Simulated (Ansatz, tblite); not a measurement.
Cost and result up the ladder for TaSeCl₃ (5 atoms). Total charge 0; singlet. Geometry: r2SCAN-D4/def2-SVP.

Cartesian coordinates in Å:
```
Ta 0.0107 0.0330 -0.0025
Se -0.6896 -2.1338 0.1663
Cl -0.2357 0.6848 -2.1830
Cl 2.2082 0.1129 0.6339
Cl -1.2936 1.3031 1.3854
```

Ansatz on 4 threads of Arm Neoverse V2 on a shared host; xTB runs through tblite on one thread. Times are rough, summed over both states, and most runs start from the orbitals of an earlier one. PBE0-D4/def2-TZVP serves as the yardstick here, not as an exact answer. The other state is a triplet.

In the def2 sets Ta takes a core potential; there is no spin–orbit coupling. The xTB rows come from tblite.

xTB has no spin-polarisation term.

| level | functions | wall time |
| --- | --- | --- |
| GFN1-xTB | 45 | 0.011 s |
| GFN2-xTB | 45 | 0.012 s |
| PBE-D4/def2-TZVP (with forces) | 199 | 15 s |
| PBE0-D4/def2-TZVP | 199 | 29 s |

(1) Estimate what each level gives for the vertical triplet (eV).

Results:

(1) 
```tsv
level	vertical triplet (eV)	difference from PBE0-D4/def2-TZVP (eV)
GFN1-xTB	2.68	-0.10
GFN2-xTB	2.48	-0.29
PBE-D4/def2-TZVP (with forces)	3.02	0.25
PBE0-D4/def2-TZVP	2.77	0.00
```
